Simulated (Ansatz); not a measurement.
System: CH$_{3}$Cl$_{2}$Si, charge 0, multiplicity 2. It need not be the lowest isomer of its formula. 
Coordinates optimised at B3LYP-D3(BJ)/def2-TZVP (Ansatz, a first-principles code):
```
C
H 1 1.0903
H 1 1.0903 2 109.31
H 1 1.0925 2 109.07 3 -119.17
Si 1 1.8726 2 110.12 4 -119.74
Cl 5 2.0732 1 108.88 2 60.44
Cl 5 2.0732 1 108.88 2 178.95
```
Charge 0, spin multiplicity 2.

Basis-set convergence of Hartree-Fock and CCSD correlation energies (hartree) with Ansatz. Valence correlation only, unless marked. UHF or UKS for open shells. Spin-orbit coupling is left out. No relativistic terms.

```
basis        functions        E(HF)  E(corr, CCSD)
-----------  ---------  -----------  -------------
cc-pV(D+d)Z         98  -1247.64483       -0.54280
cc-pV(T+d)Z        189          [?]            [?]
```

Problem. Complete the blanks.

Solution. 
- cc-pV(T+d)Z, E(HF): -1247.70451
- cc-pV(T+d)Z, E(corr, CCSD): -0.70031
